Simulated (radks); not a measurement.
Removal energies from the xenon ion Xe2+, [Kr] 4d10 5s2 5p4, by Delta-SCF beside the eigenvalue of the level emptied. Calculated with a radial shooting solver on a logarithmic mesh with Libxc functionals: scalar-relativistic Kohn-Sham, BLYP, spin-polarised, spherical densities, finite nucleus; Fermi nuclear charge, rms radius of each element as measured or else 0.836 A^(1/3) + 0.57 fm. Open shells are filled with parallel spins first.

removed from             final configuration  Delta-SCF (eV)  -eigenvalue (eV)
5p                         [Kr] 4d10 5s2 5p3          30.481            25.652
5s                         [Kr] 4d10 5s1 5p4          43.850            38.357
4d                          [Kr] 4d9 5s2 5p4          89.621            80.186
4p            [Ar] 3d10 4s2 4p5 4d10 5s2 5p4          172.36            162.12
